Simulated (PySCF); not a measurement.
## Field gradients at the hydrogen positions

Compound: C6H7ClF2.
Structure used (GFN2-xTB), in Å, numbered top down from 1:
```
atom  x, y, z in Å
F1    -2.1530    0.3551    1.6365
C2    -1.6574   -0.2239    0.5154
F3    -2.7010   -0.3209   -0.3448
C4    -0.5340    0.6176   -0.0819
C5     0.0202   -0.0752   -1.3445
C6     1.2685   -0.7544   -0.8647
C7     1.5976   -0.3418    0.3501
Cl8    2.9582   -0.8325    1.2703
C9     0.6467    0.6808    0.9038
H10   -1.3387   -1.2449    0.7762
H11   -0.9450    1.6049   -0.2986
H12   -0.6981   -0.7774   -1.7693
H13    0.2623    0.6559   -2.1189
H14    1.8067   -1.4583   -1.4714
H15    0.3444    0.4569    1.9273
H16    1.1150    1.6670    0.9032
```

Level: PBE0/pcSseg-1 (PySCF, non-relativistic); Q(2H) = 0.00286 b; rigid geometry, the same for H and D, with no vibrational averaging.

**Question.** Rank these positions by the coupling χzz of a deuteron there, largest first.
A. H13 (methylene hydrogen)
B. H14 (vinylic hydrogen)
C. H10 (methine hydrogen)

**Answer.** B (229 kHz), A (204 kHz), C (179 kHz).

**Question.** Give the electric field gradient Vzz (the principal value of largest size), its asymmetry and the 2H coupling at each hydrogen.

**Answer.** 
| atom | bonded to | bond length (Å) | Vzz (au) | η | χzz (kHz) |
| --- | --- | --- | --- | --- | --- |
| H10 | C2 | 1.101 | 0.2666 | 0.04 | 179 |
| H11 | C4 | 1.091 | 0.3006 | 0.02 | 202 |
| H12 | C5 | 1.091 | 0.3024 | 0.03 | 203 |
| H13 | C5 | 1.092 | 0.3038 | 0.02 | 204 |
| H14 | C6 | 1.074 | 0.3409 | 0.05 | 229 |
| H15 | C9 | 1.090 | 0.3017 | 0.02 | 203 |
| H16 | C9 | 1.092 | 0.3034 | 0.02 | 204 |

**Question.** How does χzz go with the bond length over the 7 C–H bonds?

**Answer.** A straight-line fit has a slope of -17.5 kHz for each 0.01 Å, with a correlation coefficient of -0.97, over lengths from 1.074 to 1.101 Å. The longer bonds have the smaller couplings here.

**Question.** Give the 2H NMR doublet splittings at H10 for a magnetic field along the z, y and x axes of the gradient: 3χ/2, 3χ(1 + η)/4, 3χ(1 − η)/4.

**Answer.** With |χ| = 179.2 kHz and η = 0.039: 269, 140 and 129 kHz, to first order and without motion.

Isolated species at its GFN2-xTB geometry (one conformer only). GFN2-xTB bond lengths can be off by several hundredths of an ångström, more for odd bonds, and the gradients follow them. A larger basis could move these couplings by a tenth or more.

These values come from a run that also computed NMR shieldings. Time: 28 s of wall time; peak memory 0.91 GiB. Hardware: one thread of an Arm Neoverse V1 (shared host).
